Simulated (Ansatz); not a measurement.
Cartesian coordinates in Å:
```
N 0.872 1.509 1.492
Sn -0.615 0.513 0.551
N -0.087 -0.268 -1.339
Si -0.380 -1.708 -0.503
H 1.769 1.043 1.457
H 0.995 2.463 1.178
H -1.879 1.654 0.432
H 0.140 -0.026 -2.289
H 0.746 -2.621 -0.151
H -1.561 -2.560 -0.829
```

The species carries charge 0 and has multiplicity 1. Sn: def2 effective core potential.

(1) List the ωB97M-V/def2-TZVPP orbital energies in eV (Ansatz 0.2.0). (An estimate is asked.)

Results:

(1) Ansatz gave: Occupied: -1807.43, -393.97, -393.55, -148.41, -142.76, -102.59, -102.49, -102.49, -97.40, -97.30, -97.27, -31.09, -31.02, -30.95, -30.85, -30.82, -25.67, -25.07, -17.93, -16.16, -15.55, -14.41, -12.68, -12.02, -11.22, -9.89, -9.23, -8.81. Lowest empty: 0.58, 1.28, 1.63, 2.63, 2.97, 3.30, 3.59, 4.09.
